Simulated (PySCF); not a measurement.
A GIAO shielding run with PySCF (density fitting, non-relativistic, gas phase) on SMILES [Si@]1(C=C)(P)CC[C@H]1CC, C7H15PSi:

```
$ OMP_NUM_THREADS=1 python probes_run.py task.json out

{"job": {"kind": "nmr", "xc": "PBE0", "basis": "pcSseg-1"}, "charge": 0, "multiplicity": 1}
C      2.496327     0.252928     2.325735
C      1.449290    -0.313157     1.748752
Si     1.139548    -0.239328    -0.112908
P      2.861504     0.851270    -1.080049
C      0.377057    -1.848926    -0.849584
C     -1.013395    -1.192492    -0.876839
C     -0.637780     0.283750    -0.647915
C     -1.519791     1.041737     0.331135
C     -2.926849     1.262651    -0.216109
H      3.230458     0.789229     1.741921
H      2.672816     0.214996     3.389769
H      0.730461    -0.842095     2.361685
H      2.526566     0.471677    -2.367184
H      3.731524    -0.214084    -0.936482
H      0.423486    -2.762244    -0.262101
H      0.733540    -2.084906    -1.850318
H     -1.557420    -1.370655    -1.803434
H     -1.621316    -1.555305    -0.048985
H     -0.630895     0.825038    -1.597560
H     -1.061951     2.009182     0.551404
H     -1.578942     0.486042     1.269826
H     -2.889404     1.842501    -1.136126
H     -3.539309     1.801091     0.504103
H     -3.407261     0.310865    -0.431182
```

Hardware: 1 thread of an Arm Neoverse N1, shared host. The job also computes population analyses, field gradients, ring-centre shieldings.

Q: How large is the calculation?

A: 86 electrons, 242 basis functions and 1297 auxiliary functions.

Q: How long does it take, and how much memory does it need?

A: 110 s of wall time, with 14 SCF cycles and 5 response iterations; peak memory 1.1 GiB. Times on a shared host scatter by some tens of per cent.
